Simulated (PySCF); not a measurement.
C4H7NO.

```xyz
13

C      0.3380     2.7081     0.0000
O     -0.4561     1.5506     0.0000
C      0.2890     0.3669     0.0000
C     -0.7080    -0.7906     0.0000
C     -0.0391    -2.0964     0.0000
N      0.5079    -3.1148     0.0000
H      0.9857     2.7603     0.8973
H      0.9857     2.7603    -0.8973
H     -0.3362     3.5762     0.0000
H      0.9447     0.3030     0.8922
H      0.9447     0.3030    -0.8922
H     -1.3556    -0.7162    -0.8871
H     -1.3556    -0.7162     0.8871
```

Geometry: ωB97X-D3(BJ)/def2-SVP. Other conformers were not sampled.

Calculation: PySCF with PBE0/pcSseg-1. Non-relativistic, no solvent.

Problem. Give the absolute GIAO shielding of each atom: isotropic value and principal components (ppm). (The exact figures need the calculation; the answer reports its results.)

Solution. 
| atom | σ(iso) | σ11 | σ22 | σ33 | span |
|---|---|---|---|---|---|
| C1 | 124.2 | 93.8 | 96.4 | 182.5 | 88.7 |
| O2 | 308.1 | 280.1 | 315.0 | 329.1 | 49.0 |
| C3 | 113.8 | 83.4 | 92.9 | 165.3 | 81.9 |
| C4 | 163.9 | 144.9 | 165.0 | 181.8 | 36.9 |
| C5 | 63.2 | -51.9 | -51.0 | 292.4 | 344.3 |
| N6 | -41.3 | -218.6 | -210.8 | 305.6 | 524.2 |
| H7 | 28.1 | 24.5 | 25.7 | 34.0 | 9.5 |
| H8 | 28.1 | 24.5 | 25.7 | 34.0 | 9.5 |
| H9 | 27.5 | 23.7 | 25.0 | 33.8 | 10.1 |
| H10 | 28.0 | 24.6 | 28.0 | 31.4 | 6.9 |
| H11 | 28.0 | 24.6 | 28.0 | 31.4 | 6.9 |
| H12 | 28.9 | 24.5 | 28.5 | 33.8 | 9.4 |
| H13 | 28.9 | 24.5 | 28.5 | 33.8 | 9.4 |
